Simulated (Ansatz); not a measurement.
Reaction (cleavage of the Ge–B bond): `[BH2][GeH2][F]` + `BO` → `B[O][GeH2][F]` + BH₃

Computed with Ansatz on PBE0-D4/def2-TZVP structures; ΔE is electronic, products minus reactants. CBS: MP2 limit from def2 TZ/QZ plus the TZ coupled-cluster correction, frozen cores. This one scheme is used for every species. DFT in def2-TZVPP. For Ge outer-core shells are correlated without core-valence functions, which leaves a few kJ/mol of doubt a bond. Scalar relativity is left out up to krypton. Each species was taken in one conformer, which may not be the lowest.

| species | r2SCANh-D4 energy (Eh) |
| --- | --- |
| `[BH2][GeH2][F]` | -2204.05935 |
| `BO` | -101.88644 |
| `B[O][GeH2][F]` | -2279.37397 |
| BH₃ | -26.58690 |

Problem. Work out ΔE.

Solution. ΔE = (-2279.37397) + (-26.58690) − (-2204.05935) − (-101.88644) = -0.01508 Eh = -39.6 kJ/mol. CCSD(T)/CBS gives -42.2 kJ/mol.

Problem. What do rigid-rotor, harmonic-oscillator terms from PBE0-D4/def2-TZVP frequencies (298.15 K, 1 bar) make of the CCSD(T)/CBS value? (Best estimate.)

Solution. The calculation gave: ΔZPE = -7.7 kJ/mol, ΔH = -48.5 kJ/mol, ΔS = -18 J/(mol·K), ΔG = -43.2 kJ/mol. Modes under 50 cm⁻¹ make the entropy rough.

Largest T1 diagnostic among the species: 0.014.

At CCSD(T), def2-SVP lies −5.2 kJ/mol from the extrapolated value and def2-TZVPP −5.1 kJ/mol. In def2-TZVPP, CCSD(T) changes the Hartree–Fock value by +14.5 kJ/mol (the triples alone add +0.1 kJ/mol) and MP2 by +8.1 kJ/mol.
